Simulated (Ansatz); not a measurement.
Reaction (cleavage of the Si–Si bond): `[SiH3][SiH2][SiH2][SiH2][SiH2][SiH3]` + HCl → `[SiH3][SiH2]Cl` + `[SiH3][SiH2][SiH2][SiH3]`

Gas-phase electronic energies from Ansatz, PBE0-D4/def2-TZVP geometries. CCSD(T)/CBS is the MP2 limit (def2-TZVPP, def2-QZVPP) plus CCSD(T) − MP2 in def2-TZVPP, frozen cores. This one scheme is used for every species. Functionals use def2-TZVPP. Each species was taken in one conformer, which may not be the lowest.

`[SiH3][SiH2][SiH2][SiH2][SiH2][SiH3]`:

```xyz
20

Si   -1.994   -0.153   -1.813
Si   -2.404   -0.130    0.491
Si   -0.787    1.065    1.693
Si    1.102   -0.252    2.100
Si    1.869   -1.189    0.100
Si    2.194    0.509   -1.476
H    -1.882    1.241   -2.318
H    -3.115   -0.829   -2.519
H    -0.735   -0.877   -2.130
H    -2.465   -1.529    1.002
H    -3.741    0.493    0.710
H    -0.393    2.274    0.917
H    -1.367    1.521    2.989
H     0.745   -1.326    3.069
H     2.180    0.583    2.703
H     3.145   -1.928    0.316
H     0.850   -2.156   -0.396
H     3.360    1.339   -1.072
H     2.443   -0.044   -2.834
H     0.995    1.387   -1.533
```

HCl:

Z-matrix (Å, degrees):
```
Cl
H 1 1.279
```

`[SiH3][SiH2]Cl`:

```xyz
8

Si   -0.595    0.951    0.440
Si    0.611   -0.920   -0.275
Cl    0.317   -1.160   -2.304
H    -0.395    1.145    1.902
H    -2.041    0.745    0.166
H    -0.120    2.158   -0.285
H     2.069   -0.758   -0.045
H     0.154   -2.161    0.399
```

`[SiH3][SiH2][SiH2][SiH3]`:

Cartesian coordinates in Å:
```
Si 1.757 1.008 1.227
Si 0.978 0.842 -0.971
Si -0.416 -1.024 -1.178
Si -2.172 -0.874 0.359
H 2.693 2.154 1.383
H 0.608 1.202 2.152
H 2.465 -0.243 1.609
H 0.204 2.069 -1.312
H 2.130 0.743 -1.911
H 0.375 -2.257 -0.902
H -0.960 -1.121 -2.562
H -3.114 -2.016 0.215
H -1.627 -0.876 1.743
H -2.922 0.394 0.148
```

```json
{"species": "`[SiH3][SiH2][SiH2][SiH2][SiH2][SiH3]`", "BHLYP energy (Eh)": "-1745.40708"}
{"species": "HCl", "BHLYP energy (Eh)": "-460.81707"}
{"species": "`[SiH3][SiH2]Cl`", "BHLYP energy (Eh)": "-1042.26113"}
{"species": "`[SiH3][SiH2][SiH2][SiH3]`", "BHLYP energy (Eh)": "-1163.99937"}
```

Question: Work out ΔE.

Answer: ΔE = (-1042.26113) + (-1163.99937) − (-1745.40708) − (-460.81707) = -0.03635 Eh = -0.99 eV. CCSD(T)/CBS gives -0.74 eV.

Largest T1 diagnostic among the species: 0.014.

Leaving LDA and LC-ωPBE aside and taking each functional with its dispersion term where it has one, the values, not all of them listed here, spread over 0.30 eV, from B2PLYP to revPBE-D4. LDA lies +0.15 eV from PBE without D4. In def2-TZVPP, CCSD(T) changes the Hartree–Fock value by +0.43 eV (the triples alone add +0.06 eV) and MP2 by +0.37 eV. At CCSD(T), def2-SVP lies +0.09 eV from the extrapolated value and def2-TZVPP +0.02 eV.
